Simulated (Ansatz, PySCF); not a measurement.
Gas-phase reaction (SMILES): Cl[Si](Cl)(Cl)Cl [tetrachlorosilane] + O (H2O) -> O[Si](Cl)(Cl)Cl [trichloro(hydroxy)silane] + Cl (HCl); water cleaves one Si-Cl bond, a model of a ligand-exchange step.

Structures are relaxed separately at B3LYP-D3(BJ)/def2-TZVP in Ansatz (a program for electronic structure), one conformer each, not searched for the lowest. Correlated levels leave the core frozen unless marked. No spin-orbit coupling. No relativistic terms. CBS(X,Y): correlation extrapolated as X^-3; Hartree-Fock from the larger set. The bracket is a focal-point correction in the basis named. Thermal terms are rigid-rotor harmonic-oscillator values from B3LYP-D3(BJ) frequencies (Ansatz or PySCF) at 298.15 K and 1 atm. 1 Eh = 627.5095 kcal/mol.

```tsv
species	E, RI-MP2/CBS(cc-pV(T+d)Z,cc-pV(Q+d)Z)+[CCSD(T)-MP2]/cc-pV(T+d)Z (Ansatz) (Eh)	E, r2SCAN-D4/def2-TZVPD (Ansatz + dftd4) (Eh)	H - E (Eh)	G - E (Eh)
Cl[Si](Cl)(Cl)Cl	-2128.38492	-2130.43514	0.01467	-0.02308
O (H2O)	-76.37659	-76.42298	0.02495	0.00353
O[Si](Cl)(Cl)Cl	-1744.38981	-1746.07821	0.02725	-0.01279
Cl (HCl)	-460.37804	-460.78611	0.01000	-0.01120
```

Question: Work out ΔE and ΔH, ΔG, ΔS and the equilibrium constant at 298.15 K at the first level, then ΔH at the second.

Answer: 
1. ΔE = [(-1744.38981) + (-460.37804)] - [(-2128.38492) + (-76.37659)] = -0.00634 Eh = -4.0 kcal/mol at RI-MP2/CBS(cc-pV(T+d)Z,cc-pV(Q+d)Z)+[CCSD(T)-MP2]/cc-pV(T+d)Z.
2. The terms H - E add up to -0.00237 Eh, so ΔH = (-0.00634 + (-0.00237))×627.5095 = -5.5 kcal/mol.
3. The terms G - E add up to -0.00444 Eh, so ΔG = -6.8 kcal/mol, and ΔS = (-0.00237 - (-0.00444))×627509.5/298.15 = 4.4 cal/(mol K).
4. log10 K = -ΔG/(RT ln 10) = 5.0, with RT ln 10 = 1.3642 kcal/mol.
5. At r2SCAN-D4/def2-TZVPD the same steps give ΔE = -3.9 and ΔH = -5.4 kcal/mol, a shift of +0.1 from the first level.
6. These values are not checked against measurement here, since the tables used lack a sound gas-phase enthalpy of formation for at least one species.
